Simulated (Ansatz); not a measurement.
Relaxation of ClFH₂InO₂ (7 atoms, charge 0, multiplicity 2), to a largest force component of 0.03 eV/Å in at most 50 steps.

Method: UKS B3LYP/def2-SVP in Ansatz 0.2.0.

```xyz
7
Properties=species:S:1:pos:R:3:forces:R:3
In -0.038 -0.378 -0.308 0.01 0.01 0.14
Cl 0.044 -0.143 3.318 0.00 -0.42 -2.87
O 1.625 -0.318 -1.477 0.01 -0.02 0.00
H 2.449 -0.450 -0.983 -0.02 0.02 0.01
O -1.769 -0.285 -1.372 -0.01 0.00 0.01
H -2.562 -0.322 -0.816 0.02 0.01 0.00
F 0.040 0.097 4.891 0.00 0.41 2.71
```

Task: Where does it end, and by what steps?

Result: It converged. After 28 steps the energy has fallen by 2.564 eV; F7 moved furthest, 2.92 Å. Parted: Cl2–F7 (1.59 → 2.34 Å). Joined: In1–Cl2 (3.63 → 2.64 Å), In1–F7 (5.22 → 2.09 Å).

| step | energy less start (eV) | largest force component (eV/Å) | accepted |
| --- | --- | --- | --- |
| 0 | 0.0000 | 2.869 | yes |
| 1 | -0.1296 | 2.202 | yes |
| 2 | -0.2694 | 1.804 | yes |
| 3 | -0.4241 | 1.929 | yes |
| 4 | -0.7497 | 2.013 | yes |
| 5 | -1.0825 | 1.031 | yes |
| 6 | -1.1999 | 1.097 | yes |
| 7 | -1.2313 | 0.746 | yes |
| 8 | -1.2866 | 0.119 | yes |
| 9 | -1.2970 | 0.135 | yes |
| 10 | -1.3342 | 0.191 | yes |
| 11 | -1.3716 | 0.144 | yes |
| 12 | -1.4078 | 0.159 | yes |
| 13 | -1.4438 | 0.166 | yes |
| 14 | -1.4812 | 0.154 | yes |
| 15 | -1.5230 | 0.190 | yes |
| 16 | -1.5731 | 0.235 | yes |
| 17 | -1.6394 | 0.311 | yes |
| 18 | -1.7305 | 0.421 | yes |
| 19 | -1.8599 | 0.572 | yes |
| 20 | -2.0441 | 0.709 | yes |
| 21 | -2.2689 | 0.461 | yes |
| 22 | -2.3749 | 0.931 | yes |
| 23 | -2.4600 | 0.759 | yes |
| 24 | -2.5201 | 0.449 | yes |
| 25 | -2.5493 | 0.216 | yes |
| 26 | -2.5518 | 0.168 | yes |
| 27 | -2.5633 | 0.045 | yes |
| 28 | -2.5639 | 0.007 | yes |

```xyz
7
Properties=species:S:1:pos:R:3
In 0.005 -0.202 0.172
Cl -0.372 -1.560 2.400
O 1.854 -0.448 -0.509
H 2.486 -0.429 0.226
O -1.694 -0.028 -0.843
H -2.430 0.139 -0.236
F -0.058 0.730 2.043
```

Whether the end is a true minimum wasn't checked by a vibrational analysis.

The run took 76 s on 4 threads of Arm Neoverse V2 (shared host), peak memory 0.31 GiB.
